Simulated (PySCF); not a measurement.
C5H6. Atoms are numbered in the order given.

```xyz
11

C      2.2808     0.1827     0.0000
C      1.1189    -0.1647     0.0000
C     -0.2622    -0.5755     0.0000
C     -1.3038     0.2396     0.7492
C     -1.3038     0.2396    -0.7492
H      3.3094     0.4886     0.0000
H     -0.4117    -1.6610     0.0000
H     -0.9526     1.1362     1.2655
H     -2.0858    -0.3146     1.2749
H     -2.0858    -0.3146    -1.2749
H     -0.9526     1.1362    -1.2655
```
Charge 0, spin multiplicity 1.

The structure is a stationary point at B3LYP-D3(BJ)/def2-SVP.

Method: PBE/def2-TZVP in PySCF.

Symmetry labels are those of the subgroup Cs that the program uses (full group Cs).

Q: List the valence orbital energies around the gap with their symmetry. (An estimate is asked for; the answer gives what the named calculation found.)

A: 
```tsv
orbital	symmetry	energy (eV)
HOMO−7	A'	-12.35
HOMO−6	A'	-11.89
HOMO−5	A'	-9.67
HOMO−4	A"	-9.03
HOMO−3	A"	-8.36
HOMO−2	A'	-7.97
HOMO−1	A'	-6.43
HOMO	A"	-6.02
LUMO	A'	-0.14
LUMO+1	A"	0.06
LUMO+2	A'	1.01
LUMO+3	A'	1.13
```
